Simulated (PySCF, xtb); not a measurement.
Si(CF3)(Cl)2(H) (CHCl2F3Si), SMILES FC(F)(F)[SiH](Cl)Cl.

xtb with GFN2-xTB at its own geometry gives an orbital gap of 5.89 eV and a dipole moment of 3.37 D.

The structure is a stationary point at ωB97X-D3(BJ)/def2-SVP.

What does PySCF with PBE/def2-TZVP give? (The exact figures need the calculation; the answer reports its results.)

gap 6.61 eV (levels -7.93 and -1.32 eV), dipole 1.30 D.
